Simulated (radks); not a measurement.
Results of a calculation; reference values are marked as such.
Q: Cs9+, 46 electrons, occupied as [Kr] 4d10. Level of theory: non-relativistic Kohn-Sham, TPSS, spin-polarised, spherical densities, point nucleus; meta-GGA in the generalised Kohn-Sham scheme; relativity is left out, which matters for an element this heavy (a radial shooting solver on a logarithmic mesh with Libxc functionals). Some entries of the table are withheld. Estimate them.

orbital  occ.  eigenvalue (hartree)  <r^2> (bohr^2)  r(max) (bohr)
1s          2             -1263.930        0.001020        0.01830
2s          2             -196.9928             (1)         0.1008
2p          6             -185.8143         0.01238        0.07881
3s          2             -44.63552          0.1115         0.2856
3p          6             -39.87612          0.1063         0.2724
3d         10                   (2)         0.08841         0.2213
4s          2             -12.04696          0.5836         0.6685
4p          6             -10.32005          0.6291            (3)
4d         10                   (4)          0.7545         0.7118
5s          0              -4.71901           2.621            (5)
5p          0              -4.15871           2.992          1.566

A: 
(1) 2s <r^2> (bohr^2): 0.01651
(2) 3d eigenvalue (hartree): -31.06004
(3) 4p r(max) (bohr): 0.6826
(4) 4d eigenvalue (hartree): -7.32541
(5) 5s r(max) (bohr): 1.468
